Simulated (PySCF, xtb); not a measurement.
C5H7F. Atoms are numbered in the order given.

```xyz
13

C      2.3773    -0.0817     0.0000
C      1.1659    -0.0186     0.0000
C     -0.3064     0.0229     0.0000
C     -0.8734    -0.6044    -1.2739
C     -0.8734    -0.6044     1.2739
F     -0.7000     1.3744     0.0000
H      3.4499    -0.1266     0.0000
H     -0.4806    -0.0782    -2.1549
H     -0.5947    -1.6662    -1.3395
H     -1.9700    -0.5182    -1.2631
H     -1.9700    -0.5182     1.2631
H     -0.5947    -1.6662     1.3395
H     -0.4806    -0.0782     2.1549
```
Charge 0, spin multiplicity 1.

Geometry optimised at TPSSh-D3(BJ)/def2-SVP.

Computed with PySCF with C-PCM-M06-2X/def2-SVP.

The values are the electrostatic part of the solvation free energy, E(continuum) − E(gas) at the gas-phase geometry, in a cavity of scaled van der Waals radii (PySCF's table); cavitation and dispersion terms are not included. In vacuum the orbital gap is 10.89 eV. The dipole moment in vacuum is 1.95 D.

Computed values in water (ε = 78.36), 2-propanol (ε = 19.26), acetone (ε = 20.49):
```tsv
solvent	ε	ΔG(elec) (kcal/mol)	dipole (D)	gap (eV)
water	78.36	-4.5	2.44	10.91
2-propanol	19.26	-4.3	2.41	10.91
acetone	20.49	-4.4	2.41	10.91
```

For comparison, GFN2-xTB/ALPB(water) (xtb, at the GFN2-xTB geometry, all terms of that model) gives -3.2 kcal/mol.
